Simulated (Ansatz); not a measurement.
C$_{2}$H$_{6}$ClSi (SMILES C[Si](C)Cl), doublet, at a GFN2-xTB geometry; PBE-D3BJ/STO-3G in Ansatz (a quantum-chemistry and plane-wave program).

Ansatz was given this input:
Ansatz 0.2 input:
```yaml
crystal:
  periodic: [false, false, false]
  atoms:
    - {symbol: C, position_ang: [-1.38873817, -1.41322925, -0.13122108]}
    - {symbol: Si, position_ang: [0.04651554, -0.32578017, 0.49191798]}
    - {symbol: C, position_ang: [1.73625714, -0.95559072, -0.12364112]}
    - {symbol: Cl, position_ang: [-0.23141020, 1.58388399, -0.22303002]}
    - {symbol: H, position_ang: [-2.34927777, -1.03893139, 0.20945216]}
    - {symbol: H, position_ang: [-1.28773223, -2.43706126, 0.21396114]}
    - {symbol: H, position_ang: [-1.40636108, -1.42636843, -1.22018304]}
    - {symbol: H, position_ang: [1.76207914, -0.96236763, -1.21249770]}
    - {symbol: H, position_ang: [2.54750805, -0.32182380, 0.22132976]}
    - {symbol: H, position_ang: [1.93142591, -1.96563310, 0.22176951]}
basis:
  gaussian:
    orbitals: STO-3G
hamiltonian:
  xc: pbe
  dispersion: d3bj
magnetization: {spin_polarized: true, initial_magnetization: 1}
```

It wrote (shortened):

```
Functional definition: PBE
414 factors; integrals over basis functions are off by at most 3.6e-5 eV
mean field evaluation 1: about -22304.9388 eV, gradient 1.4e1 eV
mean field evaluation 2: about -22303.5017 eV, gradient 1.9e1 eV
mean field evaluation 4: about -22306.5402 eV, gradient 8.6e-1 eV
mean field evaluation 8: about -22306.4669 eV, gradient 3.1e-3 eV
mean field -22306.46692062 eV, -819.7475394665 hartree, gradient 6.5e-6 eV, S^2 0.750596; 0 other end points of the search recorded, 0 dependent functions left out
reference -22306.46694462 eV, -819.7475403484 hartree; 25, 24 occupied and 9, 10 virtual orbitals, 414 factors
Total energy: -22306.69710367 eV, -819.7559985375 hartree
```
